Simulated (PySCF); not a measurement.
# [Zn(NH2)(SH)] (charge 0, multiplicity 1)

All values below come from TPSSh-D3(BJ)/def2-TZVP // TPSS-D3(BJ)/def2-SVP run with PySCF 2.14.0.

The HOMO comes out as -6.44 eV and the dipole moment is 2.24 D. The HOMO–LUMO gap is 5.36 eV. The LUMO is -1.08 eV. The charge on the central atom (Mulliken) is 0.41 e and the charge on the central atom (meta-Löwdin) is 1.11 e. The total energy is -2234.2387 Ha and the cost is about 90 core-seconds (a rough figure).

```xyz
6

Zn     0.0029     0.0357    -0.0818
N      0.1782     0.9882     1.4713
H     -0.6641     1.0155     2.0579
H      0.4715     1.9644     1.3474
S     -0.0100    -1.2571    -1.8398
H     -0.9918    -0.5409    -2.4472
```
